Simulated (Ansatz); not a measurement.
Born–Oppenheimer molecular dynamics of C3H15NO2Si3 (24 atoms, charge 0, multiplicity 1). It goes on from the last frame of an earlier run, with new velocities.

These are results of RKS PBE/STO-3G in Ansatz 0.2.0, not measurements.

* ensemble: NVT, Langevin thermostat
* time step: 1 fs
* steps asked: 150
* set temperature: 300 K
* friction: 0.02 /fs
* seed: 553900

First frame:

```xyz
24
Properties=species:S:1:pos:R:3
Si 0.016 -0.350 -0.169
C -0.253 -0.061 1.648
H -1.077 0.726 1.471
H -0.708 -0.780 2.251
H 0.702 0.341 2.170
O 1.657 0.031 -0.563
Si 3.039 -0.967 -0.805
H 2.796 -1.902 -1.889
H 4.109 -0.192 -1.415
H 3.477 -1.556 0.480
O -0.780 0.862 -1.233
Si -2.265 1.587 -0.645
H -2.044 2.742 0.344
H -2.684 1.970 -2.014
H -3.241 0.571 -0.205
N -0.840 -1.869 -0.628
C -2.120 -2.384 0.070
H -1.962 -2.103 1.121
H -3.042 -1.734 -0.152
H -2.318 -3.379 -0.192
C -1.159 -1.858 -2.098
H -2.067 -1.209 -2.471
H -0.340 -1.674 -2.759
H -1.379 -2.881 -2.475
```

(1) How far do the bonds stretch over the last three quarters of this one trajectory? (Pairs bonded in most of those frames.)

Answers

(1) 
| bond | mean (Å) | spread (Å) | shortest | longest |
| --- | --- | --- | --- | --- |
| Si1–C2 | 1.897 | 0.033 | 1.83 | 1.96 |
| Si1–O6 | 1.685 | 0.027 | 1.62 | 1.73 |
| Si1–O11 | 1.703 | 0.023 | 1.65 | 1.74 |
| Si1–N16 | 1.778 | 0.039 | 1.70 | 1.88 |
| C2–H3 | 1.106 | 0.036 | 1.03 | 1.17 |
| C2–H4 | 1.105 | 0.037 | 1.04 | 1.17 |
| C2–H5 | 1.105 | 0.020 | 1.06 | 1.15 |
| O6–Si7 | 1.695 | 0.027 | 1.66 | 1.75 |
| Si7–H8 | 1.467 | 0.023 | 1.42 | 1.52 |
| Si7–H9 | 1.459 | 0.017 | 1.42 | 1.49 |
| Si7–H10 | 1.468 | 0.027 | 1.40 | 1.54 |
| O11–Si12 | 1.703 | 0.021 | 1.67 | 1.75 |
| Si12–H13 | 1.476 | 0.062 | 1.36 | 1.59 |
| Si12–H14 | 1.462 | 0.025 | 1.41 | 1.51 |
| Si12–H15 | 1.467 | 0.020 | 1.42 | 1.51 |
| N16–C17 | 1.492 | 0.027 | 1.44 | 1.55 |
| N16–C21 | 1.493 | 0.028 | 1.44 | 1.55 |
| C17–H18 | 1.111 | 0.025 | 1.06 | 1.16 |
| C17–H19 | 1.125 | 0.036 | 1.05 | 1.21 |
| C17–H20 | 1.117 | 0.021 | 1.08 | 1.16 |
| C21–H22 | 1.125 | 0.029 | 1.05 | 1.19 |
| C21–H23 | 1.116 | 0.025 | 1.05 | 1.17 |
| C21–H24 | 1.116 | 0.028 | 1.06 | 1.17 |

Mean temperature of the second half: 297 K. A run of 0.15 ps of so small a system gives no equilibrium averages. Limits of this set-up: minimal basis.

Run time: 19 min on 1 thread of Intel(R) Xeon(R) Platinum 8488C (Sapphire Rapids) (shared host), peak memory 0.17 GiB.
